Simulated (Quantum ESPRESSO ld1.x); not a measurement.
Question: Cu0.9+, configuration [He] 2s2 2p(up 3, down 2.1) 3s2 3p6 3d10 4s1 (fractional occupations, a model configuration). Method: scalar-relativistic Kohn-Sham, LDA (Slater exchange, Perdew-Zunger correlation), spin-polarised, spherical densities, point nucleus; open shells are filled with parallel spins first; computed with ld1.x of Quantum ESPRESSO 7.5. Some entries of the table are withheld. Estimate them.

orbital,occ.,eigenvalue (hartree),<r> (bohr)
1s up,1,-327.765,0.05219
1s down,1,-327.596,0.05217
2s up,1,-40.7914,0.2332
2s down,1,-40.5698,0.2336
2p up,3,-35.7480,0.2036
2p down,2.1,-35.4804,0.2041
3s up,1,-4.77567,0.7002
3s down,1,-4.74988,0.7016
3p up,3,-3.22878,0.7294
3p down,3,-3.20165,0.7313
3d up,5,(1),0.8992
3d down,5,(2),0.8991
4s up,1,(3),2.464
4s down,0,(4),2.486

Answer: 
(1) 3d up eigenvalue (hartree): -0.70776
(2) 3d down eigenvalue (hartree): -0.68329
(3) 4s up eigenvalue (hartree): -0.48741
(4) 4s down eigenvalue (hartree): -0.44981
